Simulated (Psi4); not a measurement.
CH2N (SMILES C#[NH+]), charge +1, singlet, geometry from GFN2-xTB, with bond 4-2 at 1.5 times its length; HF/aug-cc-pVDZ run with Psi4 1.11.

The Psi4 input:
```
memory 2 GB

molecule {
1 1
  C    -0.00000000   -0.00000000   -0.60033760
  N     0.00000000    0.00000000    0.53266898
  H    -0.00000000   -0.00000000   -1.67489223
  H     0.00000000    0.00000000    2.05601795
}

set basis aug-cc-pvdz
set stability_analysis check
set scf_type pk

energy('scf')
print_variables()
```

It wrote (shortened):

```
   => Loading Basis Set <=

    Name: AUG-CC-PVDZ
    Role: ORBITAL
    Keyword: BASIS

         ---------------------------------------------------------
                                   SCF
               by Justin Turney, Rob Parrish, Andy Simmonett
                          and Daniel G. A. Smith
                              RHF Reference
         ---------------------------------------------------------

  ==> Geometry <==

    Molecular point group: c2v
    Full point group: C_inf_v

    Geometry (in Angstrom), charge = 1, multiplicity = 1:

       Center              X                  Y                   Z               Mass
    ------------   -----------------  -----------------  -----------------  -----------------
         C            0.000000000000     0.000000000000    -0.623145918690    12.000000000000
         N            0.000000000000     0.000000000000     0.509860661310    14.003074004430
         H            0.000000000000     0.000000000000    -1.697700548690     1.007825032230
         H            0.000000000000     0.000000000000     2.033209631310     1.007825032230

  Running in c2v symmetry.

  Rotational constants: A = ************  B =      1.09672  C =      1.09672 [cm^-1]
  Rotational constants: A = ************  B =  32878.79818  C =  32878.79818 [MHz]
  Nuclear repulsion =   28.017839609665096

  Charge       = 1
  Multiplicity = 1
  Electrons    = 14
  Nalpha       = 7
  Nbeta        = 7

  ==> Algorithm <==

  SCF Algorithm Type is PK.
  DIIS enabled.
  MOM disabled.
  Fractional occupation disabled.
  Guess Type is SAD.
  Energy threshold   = 1.00e-06
  Density threshold  = 1.00e-06
  Integral threshold = 1.00e-12

  ==> Primary Basis <==

  Basis Set: AUG-CC-PVDZ
    Blend: AUG-CC-PVDZ
    Number of shells: 28
    Number of basis functions: 64
    Number of Cartesian functions: 68
    Spherical Harmonics?: true
    Max angular momentum: 2

  ==> Integral Setup <==

  Using in-core PK algorithm.
   Calculation information:
      Number of atoms:                   4
      Number of AO shells:              28
      Number of primitives:             64
      Number of atomic orbitals:        68
      Number of basis functions:        64

      Integral cutoff                 1.00e-12
      Number of threads:                 1

  Performing in-core PK
  Using 4328480 doubles for integral storage.
  We computed 82620 shell quartets total.
  Whereas there are 82621 unique shell quartets.

  ==> DiskJK: Disk-Based J/K Matrices <==

    J tasked:                  Yes
    K tasked:                  Yes
    wK tasked:                  No
    Schwarz Cutoff:          1E-12

  Minimum eigenvalue in the overlap matrix is 4.4727222748E-04.
  Reciprocal condition number of the overlap matrix is 7.3006338320E-05.
    Using symmetric orthogonalization.

  ==> Pre-Iterations <==

  SCF Guess: Superposition of Atomic Densities via on-the-fly atomic UHF (no occupation information).

   -------------------------
    Irrep   Nso     Nmo
   -------------------------
     A1        32      32
     A2         4       4
     B1        14      14
     B2        14      14
   -------------------------
    Total      64      64
   -------------------------

  ==> Iterations <==

                        Total Energy        Delta E     RMS |[F,P]|

   @RHF iter SAD:   -92.47059645705292   -9.24706e+01   0.00000e+00
   @RHF iter   1:   -93.05051379605599   -5.79917e-01   5.60373e-03 DIIS/ADIIS
   @RHF iter   2:   -93.07193009565900   -2.14163e-02   2.95711e-03 DIIS/ADIIS
   @RHF iter   3:   -93.07700522590225   -5.07513e-03   1.11103e-03 DIIS/ADIIS
   @RHF iter   4:   -93.07784052249826   -8.35297e-04   1.10655e-04 DIIS/ADIIS
   @RHF iter   5:   -93.07785456298369   -1.40405e-05   2.52042e-05 DIIS
   @RHF iter   6:   -93.07785548378124   -9.20798e-07   5.32600e-06 DIIS
   @RHF iter   7:   -93.07785554199423   -5.82130e-08   1.04782e-06 DIIS
   @RHF iter   8:   -93.07785554385008   -1.85585e-09   1.22391e-07 DIIS
  Energy and wave function converged.

	Presorting SO-basis two-electron integrals.
	Sorting File: SO Ints (nn|nn) nbuckets = 1
	Constructing frozen core operators
	Starting first half-transformation.
	Sorting half-transformed integrals.
	First half integral transformation complete.
	Starting second half-transformation.
	Two-electron integral transformation complete.
	Starting first half-transformation.
	Sorting half-transformed integrals.
	First half integral transformation complete.
	Starting second half-transformation.
	Two-electron integral transformation complete.
    Lowest singlet (RHF->RHF) stability eigenvalues:
      A2 0.243762        A1 0.243762        B1 0.298021        B2 0.298021
      A2 0.380068        A1 0.478032        B1 0.490178        B2 0.490178
      B1 0.502207        B2 0.502207        A2 0.533803        A1 0.533803
      B1 0.536407        B2 0.536407        A1 0.557331        A2 0.558565
      A1 0.595900        B1 0.598773        B2 0.598773        A2 0.630460

    Lowest triplet (RHF->UHF) stability eigenvalues:
      A1 0.032327        A1 0.124034        A2 0.124034        A1 0.151760
      B2 0.229661        B1 0.229661        A2 0.380068        B2 0.397286
      B1 0.397286        B1 0.433520        B2 0.433520        B2 0.455424
      B1 0.455424        A1 0.461732        A1 0.497824        A2 0.515555
      B2 0.525117        B1 0.525117        A2 0.558565        A2 0.622277

  ==> Post-Iterations <==

    Orbital Energies [Eh]
    ---------------------

    Doubly Occupied:

[...]
       1B2    -0.800488

    Virtual:

[...]
    Final Occupation by Irrep:
             A1    A2    B1    B2
    DOCC [     5,    0,    1,    1 ]
    NA   [     5,    0,    1,    1 ]
    NB   [     5,    0,    1,    1 ]

  @RHF Final Energy:   -93.07785554385008

   => Energetics <=

    Nuclear Repulsion Energy =             28.0178396096650957
    One-Electron Energy =                -176.7509654736448397
    Two-Electron Energy =                  55.6552703201296737
    Total Energy =                        -93.0778555438500774

Computation Completed

Properties will be evaluated at   0.000000,   0.000000,   0.000000 [a0]

Properties computed using the SCF density matrix

 Multipole Moments:

 ------------------------------------------------------------------------------------
     Multipole            Electronic (a.u.)      Nuclear  (a.u.)        Total (a.u.)
 ------------------------------------------------------------------------------------

 L = 1.  Multiply by 2.5417464519 to convert [e a0] to [Debye]
 Dipole X            :          0.0000000            0.0000000            0.0000000
 Dipole Y            :          0.0000000            0.0000000            0.0000000
 Dipole Z            :          0.3695867            0.3130486            0.6826354
 Magnitude           :                                                    0.6826354

 ------------------------------------------------------------------------------------

  Variable Map:
  ----------------------------------------------------------------------------
[...]
  Array Variable Map:
  ----------------------------------------------------------------------------
[...]
[...]
```
